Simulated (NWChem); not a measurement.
Species: CH$_{4}$F$_{3}$NSi; SMILES CN[Si](F)(F)F

```xyz
10

C     -0.0801     2.3855     0.0733
N      0.6680     1.1470     0.1323
Si     0.0311    -0.4025     0.0014
F     -0.6760    -0.9924     1.3161
F      1.2070    -1.4267    -0.3604
F     -1.1079    -0.4436    -1.1249
H     -0.2455     2.8387     1.0663
H     -1.0657     2.2028    -0.3790
H      0.4282     3.1270    -0.5637
H      1.6476     1.2411     0.3743
```
Atoms are numbered in this order, from 1.

Level: PBE0/def2-SVP (NWChem), optimised geometry, unscaled harmonic frequencies. 

```csv
frequency (cm⁻¹),IR intensity (km/mol)
44,0.3
118,3.4
152,1.0
239,0.8
281,8.9
352,23.4
361,38.7
413,126.1
436,36.5
735,2.2
935,192.2
975,200.7
1001,170.0
1106,29.3
1143,1.8
1189,114.1
1415,106.5
1454,8.7
1470,6.9
1501,18.6
3037,55.1
3119,23.9
3157,9.6
3654,49.8
```

| Item | Value |
|---|---|
| zero-point energy | 40.4 kcal/mol |
| thermal correction to the enthalpy at 298.15 K (with zero-point energy) | 45.8 kcal/mol |
| heat capacity Cv | 24.3 cal/(mol K) |
| entropy at 298.15 K and 1 atm (symmetry number 1) | 86.5 cal/(mol K) |
| dipole moment | 3.13 D |

Rigid rotor and harmonic oscillator; modes under 100 cm⁻¹ make the entropy uncertain.
